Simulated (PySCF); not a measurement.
Compound: C4H11NSi.
SMILES with atom numbers: `[CH2:1]=[N:2][Si@H:3]([CH3:4])[CH2:5][CH3:6]` (hydrogens: H7, H8 on C1; H9 on Si3; H10, H11, H12 on C4; H13, H14 on C5; H15, H16, H17 on C6)

The same species was optimised twice, with GFN2-xTB and with PBE0-D3(BJ)/def2-SVP (PySCF), and the same property calculations (PySCF, gas phase) were run on both structures.

| coordinate | GFN2-xTB | PBE0-D3(BJ)/def2-SVP | change |
| --- | --- | --- | --- |
| N2–Si3 (Å) | 1.726 | 1.764 | +0.038 |
| Si3–C5 (Å) | 1.904 | 1.878 | -0.026 |
| Si3–C4 (Å) | 1.896 | 1.871 | -0.025 |
| C1=N2 (Å) | 1.247 | 1.261 | +0.014 |
| C5–C6 (Å) | 1.523 | 1.526 | +0.003 |
| C1–N2–Si3 (°) | 135.3 | 125.1 | -10.2 |
| N2–Si3–C4 (°) | 104.4 | 108.0 | +3.6 |
| N2–Si3–C5 (°) | 104.1 | 107.0 | +2.9 |
| Si3–C5–C6 (°) | 113.3 | 114.2 | +0.9 |
| C4–Si3–C5 (°) | 111.0 | 111.7 | +0.7 |
| C1–N2–Si3–C4 (°) | -124 | -121 | +3 |
| N2–Si3–C5–C6 (°) | -63 | -58 | +5 |

Rotational constants: A = 2937, B = 2372, C = 1452 MHz (GFN2-xTB) against A = 2925, B = 2392, C = 1449 MHz (PBE0-D3(BJ)/def2-SVP). Point groups within 0.08 Å: C1 and C1.

On the GFN2-xTB structure: HOMO (eV) -6.82 [PBE0/pcSseg-1]; LUMO (eV) -0.67 [PBE0/pcSseg-1]; dipole (D) 0.89 [PBE0/pcSseg-1]; GIAO shielding of C1 (ppm) 15.7 [PBE0/pcSseg-1]; GIAO shielding of N2 (ppm) -165.7 [PBE0/pcSseg-1]; GIAO shielding of Si3 (ppm) 361.8 [PBE0/pcSseg-1]; GIAO shielding of C4 (ppm) 188.3 [PBE0/pcSseg-1]; GIAO shielding of C5 (ppm) 175.9 [PBE0/pcSseg-1]; GIAO shielding of C6 (ppm) 177.5 [PBE0/pcSseg-1].

Question: What do these properties become on the PBE0-D3(BJ)/def2-SVP structure?

Answer: 
```tsv
property	level	on GFN2-xTB	on PBE0-D3(BJ)/def2-SVP	change
HOMO (eV)	PBE0/pcSseg-1	-6.82	-6.88	-0.06
LUMO (eV)	PBE0/pcSseg-1	-0.67	-0.63	+0.04
dipole (D)	PBE0/pcSseg-1	0.89	0.77	-0.12
energy, GFN2-xTB geometry as zero (kcal/mol)	PBE0/pcSseg-1	0.0	-2.4	-2.4
GIAO shielding of C1 (ppm)	PBE0/pcSseg-1	15.7	10.4	-5.3
GIAO shielding of N2 (ppm)	PBE0/pcSseg-1	-165.7	-171.4	-5.7
GIAO shielding of Si3 (ppm)	PBE0/pcSseg-1	361.8	341.8	-20.0
GIAO shielding of C4 (ppm)	PBE0/pcSseg-1	188.3	186.7	-1.6
GIAO shielding of C5 (ppm)	PBE0/pcSseg-1	175.9	175.5	-0.4
GIAO shielding of C6 (ppm)	PBE0/pcSseg-1	177.5	175.5	-2.0
```

The heavy atoms differ by 0.078 Å rms after alignment. Among bonds between heavy atoms N2–Si3 changes most (+0.038 Å). Changes are differences of the printed values. Neither structure is proved a minimum here.

The values belong to the conformer `[CH2:1]=[N:2][Si@H:3]([CH3:4])[CH2:5][CH3:6]`: C1–N2–Si3–C4 -121°, N2–Si3–C5–C6 -58°.
